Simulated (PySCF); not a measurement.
**Bi⁻ (bismuth, charge -1) across methods**

[Xe] 4f14 5d10 6s2 6p4, high-spin 3P determinant. All numbers are calculated (PySCF 2.14, scalar relativity through the core potential, in aug-cc-pwCVDZ-PP with ECP60MDF (6s5p4d1f, 48 functions)).

```
 method  E (hartree)  mean ε 6s β (eV)  mean ε 6p α (eV)  mean ε 6p β (eV)  Σ⟨r²⟩ (bohr²)   ⟨S²⟩
   MN15    -214.2232           -10.092            -0.874             0.240          97.78  2.009
    PBE    -214.6665            -7.744             0.528             1.454          96.95  2.005
 r2SCAN    -214.7429            -7.780             0.268             1.374          95.32  2.015
   PBE0    -214.6438            -8.728            -0.260             0.837          94.95  2.007
wB97X-V    -214.6062           -11.144            -1.999            -0.984          93.41  2.005
  HSE06    -214.6423            -8.394             0.121             1.151          95.38  2.005
    LDA    -214.3632            -8.113             0.439             1.323          96.63  2.004
  wB97X    -214.6724           -11.277            -1.999            -1.008          94.43  2.005
```

Q: Estimate the same row for UHF.

A: E (hartree) = -213.58319; mean ε 6s β (eV) = -10.834; mean ε 6p α (eV) = -2.340; mean ε 6p β (eV) = -0.388; Σ⟨r²⟩ (bohr²) = 95.32; ⟨S²⟩ = 2.027.

Energies and moments cover only the electrons outside the core potential. Spin-orbit coupling is strong in this species (close to jj coupling), so the high-spin LS determinant is a model state, not a physical level.

The highest occupied level is positive at MN15, PBE, r2SCAN, PBE0, HSE06, LDA: only the finite basis holds that electron, which in a density functional comes from self-interaction.
